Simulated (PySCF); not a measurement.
Mg(SMe)(SeH) (CH4MgSSe), SMILES C[S][Mg][SeH].

The structure is a stationary point at B3LYP-D3(BJ)/def2-SVP. The structure was generated by enumeration; whether it is a known compound was not checked. One conformer was computed; it need not be the lowest.

Two levels are set side by side: TDDFT-PBE/def2-SVPD (PySCF) and TDDFT-B3LYP/def2-SVPD (PySCF). Vertical, same geometry. The lowest singlet is HOMO→LUMO 100 % with PBE and HOMO→LUMO 99 % with the other functional; states are paired by order. Differences are taken from unrounded values.

```json
[
 {"quantity": "lowest singlet excitation (eV)", "TDDFT-B3LYP": "3.81"},
 {"quantity": "lowest triplet excitation (TDA) (eV)", "TDDFT-B3LYP": "3.58"},
 {"quantity": "first bright state (f over 0.05) (eV)", "TDDFT-B3LYP": "5.26"},
 {"quantity": "its oscillator strength", "TDDFT-B3LYP": "0.37"}
]
```

Question: What does TDDFT-PBE give, and how far is it from TDDFT-B3LYP? (An estimate is asked for; the answer gives what the named calculation found.)

Answer: 
| quantity | TDDFT-PBE | TDDFT-PBE minus TDDFT-B3LYP |
|---|---|---|
| lowest singlet excitation (eV) | 3.47 | -0.35 |
| lowest triplet excitation (TDA) (eV) | 3.25 | -0.33 |
| first bright state (f over 0.05) (eV) | 4.82 | -0.44 |
| its oscillator strength | 0.25 | -0.12 |

A lower first singlet is the usual sign of a functional without exact exchange. Differences between two approximate levels are no errors against the true value.

Rough cost on one machine, each run with all the roots and properties that it gave: TDDFT-B3LYP against TDDFT-PBE about 3 times.
